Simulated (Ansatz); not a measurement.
`NC[SiH](O)F` + `OCO` → `NCOCO` + `O[SiH2]F`  (substitution at a C–Si bond)

Calculated with Ansatz (gas phase, PBE0-D4/def2-TZVP geometries, no zero-point term in ΔE). CBS: MP2 limit from def2 TZ/QZ plus the TZ coupled-cluster correction, frozen cores. This one scheme is used for every species. Functionals use def2-TZVPP. B3LYP here is the variant with VWN-RPA as its local correlation; programs differ in this. One conformer a species, not always the lowest.

| level | ΔE (kJ/mol) |
| --- | --- |
| B2PLYP | 57.7 |
| PBE0 | 62.7 |
| B3LYP | 55.9 |
| CCSD(T)/def2-TZVPP | 59.2 |

**Question.** What does CCSD(T)/CBS give? (Estimate.)

**Answer.** Computed: +62.6 kJ/mol. The listed levels differ from it by -4.9, 0.1, -6.7, -3.4 kJ/mol.

Largest T1 diagnostic among the species: 0.011.

In def2-TZVPP, CCSD(T) changes the Hartree–Fock value by +16.0 kJ/mol (the triples alone add +1.0 kJ/mol) and MP2 by +19.2 kJ/mol. The D4 term adds +3.4 kJ/mol with B3LYP and +1.6 kJ/mol with PBE0; it sums over pairs of atoms, weighted by their polarisabilities, and B3LYP, whose exchange is more repulsive, gets the larger term.

CCSD(T)/CBS has its own doubt, a few kJ/mol and more with outer-core shells, so smaller differences from it don't rank the levels.
